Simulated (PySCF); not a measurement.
diboron tetrafluoride anion (B2F4), SMILES FB(B(F)F)F (connectivity only; charge and spin as stated), charge -1, multiplicity 2. Atoms are numbered in the order given.

```xyz
6

F      0.0000     1.1395    -1.6058
B      0.0000     0.0000    -0.8144
F      0.0000    -1.1395    -1.6058
B      0.0000     0.0000     0.8144
F      0.0000     1.1395     1.6058
F      0.0000    -1.1395     1.6058
```
Charge -1, spin multiplicity 2.

Coordinates come from a PBE0-D3(BJ)/def2-SVPD optimisation. The multiplicity is an assumed one; other spin states were not compared. Other conformers were not sampled.

All values below come from PBE0/pcH-1 run with PySCF.

Unrestricted Kohn–Sham, ⟨S²⟩ = 0.752. Hyperfine tensors hold the contact and dipolar terms, without spin-orbit corrections.

Task: Estimate the hyperfine couplings. (An estimate is asked for; the answer gives what the named calculation found.)

Result: 
```tsv
nucleus	A(iso) (MHz)	A(iso) (G)	dipolar principal values (MHz)
19F no. 1	64.6	23.1	-109.0, -100.5, 209.4
11B no. 2	-11.7	-4.2	-23.2, -22.4, 45.6
19F no. 3	64.6	23.1	-109.0, -100.5, 209.4
11B no. 4	-11.7	-4.2	-23.2, -22.4, 45.6
19F no. 5	64.6	23.1	-109.0, -100.5, 209.4
19F no. 6	64.6	23.1	-109.0, -100.5, 209.4
```

Task: And the g tensor (effective nuclear charges for spin-orbit coupling, GIAO)? (The exact figures need the calculation; the answer reports its results.)

Result: principal values 2.0020, 2.0044, 2.0046; isotropic 2.0037.
